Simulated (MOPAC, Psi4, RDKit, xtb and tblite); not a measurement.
Conformational energy of SMILES CC[SiH2]OC, singlet. Scanned: dihedral C1–C2–Si3–O4; all other coordinates were relaxed at GFN2-xTB. Points at φ and −φ are mirror images. Heavy atoms are numbered in the order of the SMILES CC[SiH2]OC, hydrogens after them in the order of the atoms that carry them; the mirror image has the same energies with the sign of each dihedral reversed.

Methods: MMFF94 // GFN2-xTB (RDKit); GFN2-xTB (xtb and tblite); PM7, restricted, heats of formation // GFN2-xTB (MOPAC); PBE-D3(BJ)/def2-TZVP // GFN2-xTB (Psi4).

Energies relative to the lowest point of each profile, in kcal/mol; the last columns give the difference from PBE-D3(BJ):

| φ / ° | MMFF94 | GFN2-xTB | PM7 | PBE-D3(BJ)/def2-TZVP | MMFF94 − PBE-D3(BJ)/def2-TZVP | GFN2-xTB − PBE-D3(BJ)/def2-TZVP | PM7 − PBE-D3(BJ)/def2-TZVP |
|---|---|---|---|---|---|---|---|
| -165 | 0.5 | 0.1 | 0.2 | 0.8 | -0.4 | -0.7 | -0.6 |
| -150 | 1.0 | 0.5 | 0.4 | 1.2 | -0.2 | -0.7 | -0.8 |
| -135 | 1.6 | 1.0 | 0.6 | 1.7 | -0.1 | -0.7 | -1.0 |
| -120 | 1.8 | 1.3 | 0.7 | 1.8 | 0.0 | -0.5 | -1.1 |
| -105 | 1.4 | 1.3 | 0.6 | 1.5 | -0.1 | -0.2 | -1.0 |
| -90 | 0.8 | 1.2 | 0.3 | 0.9 | -0.2 | 0.3 | -0.7 |
| -75 | 0.2 | 1.0 | 0.0 | 0.3 | -0.2 | 0.7 | -0.3 |
| -60 | 0.0 | 0.9 | 0.0 | 0.0 | 0.0 | 0.9 | 0.0 |
| -45 | 0.3 | 1.1 | 0.2 | 0.2 | 0.2 | 0.9 | 0.1 |
| -30 | 0.9 | 1.5 | 0.7 | 0.7 | 0.2 | 0.7 | 0.0 |
| -15 | 1.6 | 1.9 | 1.2 | 1.4 | 0.2 | 0.5 | -0.2 |
| 0 | 1.8 | 2.0 | 1.3 | 1.7 | 0.2 | 0.4 | -0.3 |
| 15 | 1.6 | 1.9 | 1.2 | 1.4 | 0.2 | 0.5 | -0.2 |
| 30 | 0.9 | 1.5 | 0.7 | 0.7 | 0.2 | 0.7 | 0.0 |
| 45 | 0.3 | 1.1 | 0.2 | 0.2 | 0.2 | 0.9 | 0.1 |
| 60 | 0.0 | 0.9 | 0.0 | 0.0 | 0.0 | 0.9 | 0.0 |
| 75 | 0.2 | 1.0 | 0.0 | 0.3 | -0.2 | 0.7 | -0.3 |
| 90 | 0.8 | 1.2 | 0.3 | 0.9 | -0.2 | 0.3 | -0.7 |
| 105 | 1.4 | 1.3 | 0.6 | 1.5 | -0.1 | -0.2 | -1.0 |
| 120 | 1.8 | 1.3 | 0.7 | 1.8 | 0.0 | -0.5 | -1.1 |
| 135 | 1.6 | 1.0 | 0.6 | 1.7 | -0.1 | -0.7 | -1.0 |
| 150 | 1.0 | 0.5 | 0.4 | 1.2 | -0.2 | -0.7 | -0.8 |
| 165 | 0.5 | 0.1 | 0.2 | 0.8 | -0.4 | -0.7 | -0.6 |
| 180 | 0.2 | 0.0 | 0.1 | 0.6 | -0.4 | -0.6 | -0.6 |

MMFF94 is furthest from PBE-D3(BJ)/def2-TZVP at 180 (-0.4 kcal/mol, below); its mean absolute difference over the points is 0.2 kcal/mol.

GFN2-xTB is furthest from PBE-D3(BJ)/def2-TZVP at -60 (0.9 kcal/mol, above); its mean absolute difference over the points is 0.6 kcal/mol.

PM7 is furthest from PBE-D3(BJ)/def2-TZVP at -120 (-1.1 kcal/mol, below); its mean absolute difference over the points is 0.5 kcal/mol.

MMFF94 has few fitted parameters for silicon.
